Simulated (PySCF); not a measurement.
**Unknown compound**

Molecular formula: C4H12F2OSi2. Simulated spectra:

$^{1}$H NMR (400 MHz, computed): δ 6.47 (m, 1H), 4.37 (m, 1H), 4.13 (m, 1H), 4.05 (s, 3H), 1.66 (s, 3H), 0.43 (m, 3H).

$^{13}$C{$^{1}$H} NMR (computed): δ 125.0 (CH), 68.4 (C), 22.9 (CH3), -11.0 (CH3).

- shielding tensors at PBE0/pcSseg-1 (GIAO)
- geometry from GFN2-xTB
- run in PySCF 2.14.0 with density-fitted response routines
- a single conformation, fast rotation and ring inversion assumed for equivalent nuclei, relativity neglected, in vacuum

Shifts are taken against calculated references (same method and geometry level): $^{1}$H, $^{13}$C vs TMS.

What is the structure?

Answers


Rings plus π bonds: 0. 4 carbon signals for 4 carbons: no two carbons are equivalent. Carbon types of the structure: 1 × C, 1 × CH, 2 × CH3, leaving 5 H on heteroatoms. δC 125.0: sp3 CH bonded to 2 F and O; 3 electronegative neighbours deshield it. δC 68.4: fully substituted sp3 carbon bonded to O and 2 Si; the inductive effect lowers its shielding. δC 22.9: methyl carbon; a saturated carbon with 1 carbon neighbour and no heteroatom attached. δC -11.0: methyl carbon bonded to Si; an electropositive neighbour leaves it electron-rich and shielded. δH 6.47: hydrogen on an sp3 CH bonded to 2 F and O; its carbon carries F and O, which withdraws density. δH 1.66: hydrogen on a methyl carbon. δH 0.43: hydrogen on a methyl carbon bonded to Si; an electropositive neighbour shields it, as in TMS itself.

The compound is SMILES [SiH3][C@@]([SiH2]C)(C)OC(F)F.

The data come from this structure; uniqueness wasn't tested.

Splittings by $^{19}$F in the carbon and heteronuclear signals aren't shown, as no couplings were computed. Shifts are as computed. Against solution values, carbons near 30 ppm lie about +3 ppm off and those near 130 ppm about +5 ppm. Of 1211 compounds with measured shifts, 218 miss one by over three times the rms of a fit or turn the order of signals round; such compounds aren't used in these exercises. Multiplicities follow the n + 1 count of equivalent neighbours, as no J values were calculated; m marks all less simple cases, F and P coupling included.
